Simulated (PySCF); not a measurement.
Compound: C5H5F2OS (doublet state).
Z-matrix (Å and degrees, GFN2-xTB geometry), rows numbered from 1:
```
O 
S   1  1.4572
C   2  1.8216  1  104.65
C   3  1.4795  2  118.51  1    77.50
F   4  1.3710  3  111.80  2   173.32
C   3  1.3767  2  113.16  1   -93.24
C   6  1.3736  3  115.68  2    -8.68
C   7  1.4742  6  113.84  3    -6.94
F   8  1.3582  2  111.51  1   -39.28
H   4  1.1006  3  110.86  2   -67.57
H   4  1.0984  3  111.34  2    53.54
H   6  1.0787  3  121.57  2   170.55
H   7  1.0749  6  125.22  3   169.76
H   8  1.0997  2  103.48  1  -154.21
```

The hyperfine couplings belong to this conformer and change with its torsions.

The species is `O=[S@@]1C(CF)=C[CH][C@@H]1F` [radical].

Theory: UKS B3LYP, pcH-1 on C F H O S, non-relativistic, mean-field spin-orbit, GIAO in PySCF 2.14.0. Geometry: GFN2-xTB, one conformer, isolated molecule. A GFN2-xTB geometry isn't a minimum of the functional, and hyperfine couplings can be far from their values at a DFT geometry. Stability of the SCF solution: not tested. ⟨S²⟩ is 0.774 where a pure state has 0.75.

Largest spin populations (Mulliken): C7 (+0.63), C3 (+0.60) and C6 (-0.24). The positive populations add up to 1.36 and the negative ones to -0.36, together 2S = 1. The angles at C7 add up to 359.9°, so it is planar; its axial dipolar tensor and the negative coupling of its proton fit spin in a p orbital normal to that plane.

(1) Test a(H) = Q·ρ(C) for the protons on planar carbons with a spin population beyond ±0.08.

(2) How do the β-proton couplings of this frozen conformer go with θ, the angle between the C–H bond and the normal to the plane of the spin centre's three neighbours, both seen down the bond from centre to carbon?

Results:

(1) 
```csv
H,C,ρ(C),a(H) (G),a/ρ (G)
H12,C6,-0.237,+4.50,-19.0
H13,C7,+0.629,-15.22,-24.2
```

A least-squares line through the origin gives Q = -23.5 G with Mulliken populations. Where ρ is negative the coupling is positive.

(2) 
```
β H  on  centre  θ (°)  cos²θ   a (G)
H10  C4      C3     18   0.90  +30.76
H11  C4      C3     41   0.57  +21.78
H14  C8      C7      4   1.00  +19.57
```

Fitting the Heller–McConnell form a = ρ(B0 + B2 cos²θ), with Mulliken ρ = 0.60 and 0.63, gives B0 = 38.6 G and B2 = 1.0 G, with a largest miss of 7.2 G.

Couplings in gauss use g_iso = 2.0026.

Hardware: Arm Neoverse V2, one thread, shared host with 96 logical CPUs at a one-minute load of 82. Cost: 2.1 min of wall time (grids of density and orbitals included), 0.97 GiB resident at most.
